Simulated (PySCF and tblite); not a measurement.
The numbers below are computed, except where a source is named.
delta-valerolactone, C₅H₈O₂, numbered as in [O:1]=[C:2]1[CH2:3][CH2:4][CH2:5][CH2:6][O:7]1.

Classical Langevin dynamics with GFN2-xTB (tblite), gas phase: time step 1.5 fs, H mass 4 u, friction 0.005 fs⁻¹, 400 steps to settle and 5000 to sample, one trajectory a temperature from the lowest conformer.

GIAO shieldings at PBE/pcSseg-1 (PySCF) on 6 frames a temperature; like atoms are averaged, and of two unlike H on one atom a is the less shielded at the minimum.

Task: How far do thermal motions move the shieldings from their values at the minimum?

Result: 
```tsv
signal	σ at minimum (ppm)	Δσ, 300 K	Δσ, 600 K	Δσ, 900 K
O1	-126.8	11.4 ± 5.4	-10.8 ± 13.9	-30.6 ± 20.1
C2	16.5	-1.1 ± 1.8	-3.9 ± 3.4	-11.6 ± 3.7
C3	147.4	-1.1 ± 2.7	-2.2 ± 2.9	-3.8 ± 3.9
C4	155.6	0.1 ± 1.4	-2.0 ± 2.2	-1.3 ± 4.5
C5	154.0	-3.5 ± 1.8	1.8 ± 1.9	0.0 ± 3.8
C6	108.6	-1.9 ± 2.4	-4.3 ± 3.7	0.2 ± 3.5
O7	109.9	-10.5 ± 8.4	2.2 ± 8.8	-17.2 ± 8.4
H3	29.09	-0.02 ± 0.24	-0.81 ± 0.36	-0.61 ± 0.20
H4	29.83	-0.41 ± 0.38	-0.87 ± 0.26	-0.80 ± 0.51
H5	30.01	-0.60 ± 0.24	-0.34 ± 0.20	-0.80 ± 0.23
H6	27.02	-0.19 ± 0.19	-0.55 ± 0.21	-0.34 ± 0.39
```

Errors are standard errors over frames. Zero-point motion is missing, and a reference compound would move too.

Task: What do the single frames at 600 K give for C2?

Result: 
```csv
t (fs),"V above the minimum, tight binding (kcal/mol)","E above it, DFT (kcal/mol)",torsions (°),σ (ppm)
1224,25.4,28.4,none,16.8
2475,32.2,30.1,none,14.7
3724,21.6,18.0,none,4.4
4976,35.5,30.0,none,8.7
6225,22.7,20.1,none,5.3
7476,27.3,26.8,none,25.9
```

Task: And the couplings at B3LYP/pcseg-1 with pcJ-1 on H?

Result: 
| pair | bonds | minimum (Hz) | 300 K | 600 K | 900 K |
| --- | --- | --- | --- | --- | --- |
| H3,H4 | 3 | 7.5 | 8.2 ± 1.0 | 6.1 ± 0.8 | 7.2 ± 1.2 |
| H3,H4 | 3 | 6.8 | 8.0 ± 1.3 | 11.6 ± 1.8 | 9.6 ± 2.8 |
| H4,H5 | 3 | 2.9 | 4.8 ± 1.4 | 6.0 ± 1.0 | 10.1 ± 2.6 |
| H4,H5 | 3 | 8.6 | 8.3 ± 0.5 | 8.2 ± 1.3 | 5.8 ± 0.7 |
| H5,H6 | 3 | 4.1 | 5.4 ± 1.0 | 7.6 ± 1.3 | 9.1 ± 2.3 |
| H5,H6 | 3 | 7.1 | 7.4 ± 0.6 | 6.7 ± 1.3 | 6.6 ± 0.3 |

Changes within two standard errors are not significant.

The study took 17 min on 1 thread of AMD EPYC 7B13, on a host shared with other jobs (rough), peak memory 0.88 GiB, launched as `OMP_NUM_THREADS=1 python ens_run.py task.json out`.
